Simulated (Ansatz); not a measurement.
# Changing the shape of GaH, singlet

Calculated in Ansatz's Gaussian-basis code. Basis cc-pwCVTZ-PP on Ga, cc-pVTZ on H, scalar-relativistic core potentials (10 electrons on Ga), no spin–orbit coupling, 4 orbitals frozen in the corrections; active space CAS(2,4). Restricted Hartree–Fock, then the lowest state-specific CASSCF solution met for each case. Coupled cluster stands on the determinant that it favours, not always the lowest RHF. On stretched bonds single-reference methods can fail or change state. Solutions in different active orbitals can move differences by tenths of an eV and at times more than 1 eV.

Case A: bond length 1.9113 Å. A bond is stretched, to 1.25 times the sum of the covalent radii.

Case B: bond length 1.6620 Å.

Energy less that of case A, in eV:

```json
{"case": "B", "RHF/ROHF": "-0.219", "CASSCF": "-0.225", "CCSD(T)": "-0.218"}
```

Give the SC-NEVPT2 energies against case A.

B: -0.285 eV (-6.6 kcal/mol).
